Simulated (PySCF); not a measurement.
**Potential energy of NaGe along the bond**

Set-up: Na 6-31G(d,p), Ge 6-31G(d,p); no relativity (PySCF 2.14). Energies in eV from Na + Ge in their ground configurations at the same level. State: ⁴Σ⁻ (quartet), unpaired electrons σ ↑, π ↑↑.

All columns are PBE0. A positive dipole means Na(−)Ge(+).

```csv
R (Å),E (eV),μ (D),Mulliken charge on Na (basis-dependent),HOMO (eV),LUMO (eV),Mayer bond order,⟨S²⟩
2.356,-1.028,-6.21,0.44,-4.51,-1.84,0.93,3.75
2.466,-1.197,-6.51,0.43,-4.42,-1.88,0.92,3.75
2.576,-1.291,-6.79,0.42,-4.34,-1.92,0.91,3.75
2.658,-1.323,-6.99,0.42,-4.28,-1.95,0.90,3.75
2.740,-1.332,-7.18,0.42,-4.23,-1.97,0.88,3.75
2.822,-1.322,-7.36,0.42,-4.18,-1.99,0.86,3.75
2.932,-1.287,-7.57,0.42,-4.13,-2.02,0.84,3.75
3.069,-1.219,-7.81,0.42,-4.07,-2.05,0.80,3.75
3.233,-1.117,-8.02,0.42,-4.03,-2.08,0.76,3.75
3.452,-0.967,-8.18,0.42,-4.00,-2.19,0.70,3.75
```

A fit through these points gives, at Re = 2.734 Å, μ = -7.16 D and dμ/dR = -2.24 D/Å; the reduced mass is 17.54 u.

How strong is the fundamental in the double-harmonic approximation, I = 42.26·(dμ/dR)²/μred km/mol?

I = 42.26·(-2.24)²/17.54 = 12.1 km/mol at PBE0.

Spin–orbit coupling is left out. The state is the lowest determinant that a PBE0 search found; another state may lie lower at other levels.
